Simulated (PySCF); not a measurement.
Ge(Me)(OH)3 (CH₆GeO₃), SMILES [Ge]([OH])([CH3])([OH])[OH]. Atoms are numbered in the order given.

```xyz
11

C      0.0000     0.0000    -1.9546
Ge     0.0000     0.0000    -0.0190
O     -1.3231     1.0231     0.6413
O      1.5476     0.6343     0.6413
O     -0.2245    -1.6574     0.6413
H     -0.2700     1.0073    -2.3238
H      1.0074    -0.2698    -2.3238
H     -0.7373    -0.7375    -2.3238
H     -1.8116     0.4998     1.3052
H      1.3387     1.3189     1.3052
H      0.4729    -1.8188     1.3052
```
Charge 0, spin multiplicity 1.

Geometry: PBE-D3(BJ)/def2-SVP. One conformer was computed; it need not be the lowest.

Level of theory: HF/def2-TZVP in PySCF.

Gas-phase values at a fixed geometry.

```yaml
total_energy: -2341.53317 hartree
point_group: C3
highest_occupied_level: -12.34 eV
lowest_empty_level: 3.02 eV
orbital_gap: 15.36 eV
dipole_moment: 0.50 D
quadrupole, principal values (traceless, Buckingham form, about the centre of nuclear charge): -5.04, -5.04, 10.07 D·Å
mean_static_polarisability: 45.4 bohr³ (6.73 Å³)
polarisability_principal_values: 43.5, 43.5, 49.1 bohr³
```
